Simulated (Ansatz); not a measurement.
Isomers of Zn$_{2}$H$_{2}$Cl$_{2}$ (singlet), relaxed with PBE-D4/def2-SVP; total energies from Ansatz at PBE-QIDH/def2-TZVP.

```json
{"isomer": "A", "description": "(HZn-mu-Cl)2 (Zn₂H₂Cl₂)", "energy (Eh)": "-4479.01465"}
{"isomer": "B", "description": "(ClZn-mu-H)2 (Zn2H2Cl2)", "energy (Eh)": "-4478.99057"}
```

Correlated methods freeze 28 core orbitals.

Q: Work out the relative energies (1 Eh = 2625.5 kJ/mol) and the Boltzmann populations at 1200 K from electronic energies alone (R = 8.314 J/mol/K).

A: ΔE: A 0.0, B 63.2 kJ/mol. RT = 9.98 kJ/mol. Factors exp(−ΔE/RT): A 1, B 0.00178; sum 1.002. Populations: A 99.8 %, B 0.2 %. Zero-point energy, vibrational entropy and symmetry numbers are left out and can shift these; an error of 4 kJ/mol changes a ratio by a factor of 1.5. Over the other density-functional and correlated levels in def2 sets, the gap between A and B ranges from 63 to 86 kJ/mol.
